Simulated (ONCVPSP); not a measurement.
## Configuration tests for Te (ONCV)

Te (Z = 52), optimised norm-conserving Vanderbilt (ONCV), made with ONCVPSP 4.0.1 (PBEsol, fully relativistic). Core [Ar] 3d10, reference 4s2 4p6 4d10 5s2 5p3.5 (charge +0.5). Waves: 4s+5s: rc 1.20 bohr, ncon 4, nbas 7, qcut 8 1/bohr, 3 projectors, debl 2.4 Ha; 4p+5p: rc 1.60 bohr, ncon 5, nbas 8, qcut 9.4 1/bohr, 2 projectors; 4d: rc 1.00 bohr, ncon 5, nbas 10, qcut 10.2 1/bohr, 1 projector. Local part: polynomial inside 0.70 bohr (lpopt 5, dvloc0 0 Ha). Core correction: none.

Open shells are filled in proportion to 2j + 1.

Energies are relative to the spin-unpolarised reference configuration 4s2 4p6 4d10 5s2 5p3.5; without spin polarisation the order of configurations can differ from experiment.

| valence configuration | charge | ΔE all-electron (eV) | error AE − PS (meV) |
| --- | --- | --- | --- |
| 4s2 4p6 4d10 5s2 5p3 | +1 | 5.857 | +0.1 |
| 4s2 4p6 4d10 5s1 5p5 | 0 | 5.333 | +0.4 |

(1) What are ΔE and the potential's error for 4s2 4p6 4d10 5s2 5p2?

(2) What are ΔE and the potential's error for 4s2 4p6 4d10 5s2 5p4?

Results:

(1) ΔE = 23.851 eV all-electron; the error (AE − PS) is +0.3 meV.

(2) ΔE = -3.917 eV all-electron; the error (AE − PS) is -0.1 meV.
